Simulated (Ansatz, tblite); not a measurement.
Cost and result up the ladder for the cluster Ga₂S₃ (the lowest singlet isomer of a short search) (5 atoms). Charge 0, multiplicity 1. Geometry: B3LYP-D4/def2-SVP.

Cartesian coordinates in Å:
```
Ga -0.201 0.277 -1.635
Ga 0.495 -0.582 1.486
S -0.022 -0.112 3.386
S 1.103 -1.140 -0.560
S -1.374 1.557 -2.677
```

Ansatz on 4 threads of Intel Xeon Platinum 8375C on a shared host; xTB runs through tblite on one thread. Times are rough, summed over both states, and most runs start from the orbitals of an earlier one. ωB97X-V/def2-TZVP serves as the yardstick here, not as an exact answer. Differences are given only for rows in sets of like size (and for xTB, whose basis is part of the method), since another set adds its own error. The other state is a triplet at its own geometry, which has other bonds, so the gap mixes isomer and spin.

The 6-31G sets use Cartesian d functions. The xTB rows come from tblite. B3LYP takes the VWN-RPA correlation. The structure comes from a short search, and lower isomers may exist.

xTB has no spin-polarisation term.

```csv
level,functions,wall time,triplet − singlet (eV),difference from ωB97X-V/def2-TZVP (eV)
GFN1-xTB,45,0.023 s,1.37,1.29
GFN2-xTB,45,0.035 s,0.40,0.32
HF/6-31G,97,3.7 s,-0.79,–
B3LYP-D4/6-31G,97,5.4 s,0.06,–
PBE-D4/def2-TZVP,207,6.8 s,0.24,0.16
BHLYP-D4/def2-TZVP,207,19 s,-0.12,-0.21
PBE0-D4/def2-TZVP (with forces),207,20 s,0.03,-0.05
r2SCAN-D4/def2-TZVP,207,27 s,0.07,-0.01
ωB97X-V/def2-TZVP,207,40 s,0.08,0.00
```
